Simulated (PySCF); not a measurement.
# Cobalt: a sound run and one with changed settings

Sound run: Co [Ar] 3d7 4s2, Co⁺ [Ar] 3d8. Calculation: PySCF 2.14, in x2c-TZVPall (6s5p4d1f, 48 functions); scalar relativity by spin-free X2C-1e. In the sound run the correlated levels freeze [Ar]. The sound run starts from symmetry-adapted Hartree-Fock orbitals and uses a fine grid where one is needed.

Changed run: basis STO-3G, all-electron and non-relativistic. This setting is unsound on purpose.

```json
{"species": "Co", "method": "UHF", "sound run (hartree)": "-1391.86947", "changed run (hartree)": "-1366.07035", "converged": "yes"}
{"species": "Co", "method": "BP86", "sound run (hartree)": "-1393.45744", "changed run (hartree)": "-1367.20859", "converged": "yes"}
{"species": "Co", "method": "B3LYP", "sound run (hartree)": "-1393.28106", "changed run (hartree)": "-1367.09740", "converged": "yes"}
{"species": "Co", "method": "MP2", "sound run (hartree)": "-1392.06962", "changed run (hartree)": "-1366.09132", "converged": "yes"}
{"species": "Co⁺", "method": "UHF", "sound run (hartree)": "-1391.56509", "changed run (hartree)": "-1364.93075", "converged": "yes"}
{"species": "Co⁺", "method": "BP86", "sound run (hartree)": "-1393.16676", "changed run (hartree)": "-1366.09033", "converged": "yes"}
{"species": "Co⁺", "method": "B3LYP", "sound run (hartree)": "-1392.98340", "changed run (hartree)": "-1365.95744", "converged": "yes"}
{"species": "Co⁺", "method": "MP2", "sound run (hartree)": "-1391.79683", "changed run (hartree)": "-1364.92939", "converged": "yes"}
```

Ionisation energy of Co:

| method | sound run (eV) | changed run (eV) |
| --- | --- | --- |
| UHF | 8.283 | 31.010 |
| BP86 | 7.910 | 30.429 |
| B3LYP | 8.100 | 31.020 |
| MP2 | 7.423 | 31.618 |
| SCS-MP2 | 7.502 | 31.726 |

A minimal basis cannot let orbitals breathe on ionisation and holds almost no correlation. The Hamiltonian changed with the basis, so the totals do not compare. A negative ionisation energy or a positive MP2 energy shows that the occupation asked for is not the lowest one in this basis.

For comparison, NIST gives 7.881 eV between the lowest levels.
